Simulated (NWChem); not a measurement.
Atomisation of F₂Sn

```
Sn
F 1 1.9739
F 1 1.9739 2 96.72
```
Charge 0, spin multiplicity 1.

All runs are NWChem calculations. The geometry was optimised at PBE/def2-SVP with def2 effective core potentials on Sn, a minimum by its harmonic frequencies.

Basis set: def2-TZVP. The atomisation energy is electronic alone: no zero-point, thermal, spin-orbit or counterpoise terms. No value is extrapolated to the basis-set limit. Free atoms are single determinants with multiplicities Sn 3, F 2.

Effective core potentials replace the inner electrons of Sn; spin-orbit coupling is left out. B3LYP has NWChem's definition, with VWN1-RPA local correlation. The structure started from a generated list of species. No SCF solution was tested for a lower state. Open-shell Hartree-Fock references start from PBE0 orbitals.

### Question
One of these methods gave an atomisation energy of 150.4 kcal/mol. Which?
A. B3LYP
B. PBE
C. PBE0
D. HF

### Answer
D, HF. The others give 238.4 (B3LYP), 233.2 (PBE0), 251.5 (PBE).
